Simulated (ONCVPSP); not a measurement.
Potentials for boron (B) compared

Generated with ld1.x 7.5 (TM, RRKJ, ultrasoft, PAW), atompaw 4.2 or ONCVPSP 4.0.1. The cutoff is in Ry: for ld1.x and atompaw files where the sum of valence levels is converged to 10 mRy in a Bessel basis, for ONCV files where the hardest occupied wave has 1 mHa per electron of residual kinetic energy. The error is the largest all-electron minus pseudo excitation energy over each file’s own four to seven test configurations (ionisations up to +4, promotions, holes and added fractions of an electron), all of which were solved. The labels leave out finer settings (local radius, basis sizes, second energies), which also bear on the numbers. Spin-polarised tests are not counted. The rows are a selection from randomly drawn settings: files with unsolved tests, undetermined cutoffs or missed reference levels are left out.

| potential | cutoff (Ry) | largest error (meV) | bound ghosts |
| --- | --- | --- | --- |
| ONCV, PBE, scalar-relativistic, rc 1.45/3.75/4.05 (spd), local smoothed, core correction yes, reference 2s2 2p1, qcut 4.5/4/2, projectors 2/1/2 | 19 | +585 | none |
| ONCV, LDA (Perdew-Zunger), scalar-relativistic, rc 1.30/2.00/2.15 (spd), local smoothed, core correction no, reference 2s1.5 2p1.5, qcut 4.4/3.7/5.2, projectors 2/2/1 | 47 | +241 | none |
| ONCV, LDA (Perdew-Zunger), scalar-relativistic, rc 1.70/3.25/3.15 (spd), local smoothed, core correction yes, reference 2s1.5 2p1.5, qcut 4/4.2/3.2, projectors 2/2/2 | 16 | +531 | none |
| ONCV, PBE, scalar-relativistic, rc 1.70/3.60 (sp), local s, core correction yes, reference 2s2 2p1, qcut 3.7/3.5, projectors 0/1 | 41 | +664 | none |
| ONCV, PBEsol, scalar-relativistic, rc 1.10/2.55 (sp), local smoothed, core correction yes, reference 2s2 2p1, qcut 5/5.2, projectors 2/2 | 23 | +160 | none |

Task: Fill in the row for B: ONCV, PBE, fully relativistic, rc 1.40/1.50/1.40 (spd), local smoothed, core correction no, reference 2s1, qcut 4.6/4.9/8.2, projectors 2/1/2.

Result: cutoff 25 Ry, largest error +27 meV, bound ghosts: none.

Task: Fill in the row for B: ONCV, PBE, scalar-relativistic, rc 1.50/1.20 (sp), local p, core correction yes, reference 2s1, qcut 3.4/6.8, projectors 2/0.

Result: cutoff 63 Ry, largest error -128 meV, bound ghosts: none.

Task: Fill in the row for B: ONCV, LDA (Perdew-Wang 92), scalar-relativistic, rc 1.55/2.60 (sp), local s, core correction no, reference 2s1.5 2p1.5, qcut 5/4.1, projectors 0/3.

Result: cutoff 20 Ry, largest error +365 meV, bound ghosts: none.
